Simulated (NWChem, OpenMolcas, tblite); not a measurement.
## SnH2ClO2 (SMILES [OH][Sn]([OH])[Cl]): the energy, rung by rung

SnH2ClO2 has 6 atoms, charge 0, and is taken as a doublet. As SMILES, `[OH][Sn]([OH])[Cl]`. The shape is that of a PBE0-D4/def2-TZVP optimisation. This is one conformer, not always the lowest.

```xyz
6

O    -0.4474    1.4005   -0.1583
Sn    0.3718   -0.3182   -0.6597
O     1.2565   -0.8479    1.0077
Cl   -1.3282   -1.8771   -1.1066
H    -1.1827    1.6664   -0.7185
H     1.3721   -0.0878    1.5892
```

Each level gives the energy change with the Sn2–O3 bond stretched from 1.960 to 2.255 Å (eV). The values are calculated.

```csv
level,kind,program,value (eV),less CCSD(T)/def2-SVP,CPU time (all runs)
IPEA1-xTB,semi-empirical,tblite,0.36,-0.11,under 2 s
UHF/def2-SVP (core potential),Hartree–Fock,NWChem,0.63,+0.16,67 s
USVWN5/def2-SVP (core potential),LDA,OpenMolcas,0.43,-0.04,48 s
UBLYP/def2-SVP (core potential),GGA,OpenMolcas,0.18,-0.29,77 s
UM06-L/def2-SVP (core potential),meta-GGA,OpenMolcas,0.29,-0.18,96 s
UM06-2X/def2-SVP (core potential),hybrid meta-GGA,NWChem,0.52,+0.05,3 min
UPBE0/def2-SVP (core potential),global hybrid,OpenMolcas,0.43,-0.04,66 s
UMP2/def2-SVP (core potential),perturbation theory,NWChem,0.64,+0.17,2 min
ROCCSD(T)/def2-SVP (core potential),coupled cluster or CI,OpenMolcas,0.47,0.00,3.1 min
```

ROCCSD(T)/def2-SVP (core potential) is the highest level here, not the true value. The first shape isn't each level's own minimum. The values span 0.18 to 0.64 eV. In the correlated wave-function rows the outer d shell of Sn is correlated, in sets not made for it. Times are those of the runs behind each value, whatever else they computed, on shared processors of several kinds: orders of magnitude only.
